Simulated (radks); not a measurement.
Radial electron density D(r) = 4 pi r^2 rho(r) of an atom or ion with 32 electrons. Method: scalar-relativistic Kohn-Sham, BLYP, spin-unpolarised, spherical densities, finite nucleus; Fermi nuclear charge, rms radius of each element as measured or else 0.836 A^(1/3) + 0.57 fm; computed with a radial shooting solver on a logarithmic mesh with Libxc functionals.

```
   r/bohr * D(r) (the largest magnitude, 47.4, reaches the edge; | marks zero)
 0.002623 | *
 0.003005 |  *
 0.003443 |   *
 0.003944 |    *
 0.004519 |     *
 0.005177 |       *
 0.005931 |         *
 0.006741 |           *
 0.007723 |             *
 0.008849 |                *
  0.01014 |                    *
  0.01161 |                       *
  0.01331 |                           *
  0.01524 |                               *
  0.01747 |                                    *
  0.02001 |                                       *
  0.02293 |                                           *
  0.02627 |                                             *
  0.03009 |                                              *
  0.03448 |                                              *
   0.0395 |                                             *
  0.04525 |                                          *
  0.05184 |                                        *
   0.0594 |                                      *
  0.06805 |                                     *
  0.07796 |                                       *
  0.08932 |                                          *
   0.1023 |                                              *
   0.1163 |                                                   *
   0.1333 |                                                      *
   0.1527 |                                                      *
   0.1749 |                                                  *
   0.2004 |                                            *
   0.2296 |                                    *
    0.263 |                              *
   0.3013 |                            *
   0.3452 |                            *
   0.3955 |                               *
   0.4532 |                                  *
   0.5192 |                                   *
   0.5948 |                                *
   0.6815 |                          *
   0.7807 |                   *
   0.8945 |             *
    1.025 |        *
    1.174 |     *
    1.345 |    *
    1.541 |   *
    1.766 |  *
    2.007 |  *
    2.299 | *
    2.634 |*
    3.018 |*
    3.457 *
    3.961 *
    4.538 *
    5.199 *
    5.957 *
    6.824 *
    7.819 *
```

What is the nuclear charge?

Answer. Z = 33. The innermost maximum, from 1s, lies near gamma/Z bohr with gamma = sqrt(1 - (Z/c)^2) = 0.971, here 0.0294 bohr (found: 0.0318), and its height grows with Z. The density is that of the arsenic ion As+ in [Ar] 3d10 4s2 4p2; the configuration itself is not fixed sharply by these data, and Z only to about a unit. D(r) has 3 maxima, at r = 0.0318, 0.143, 0.491 bohr, and minima at 0.0670, 0.311 bohr, inside which lie 2.08, 10.98 electrons.
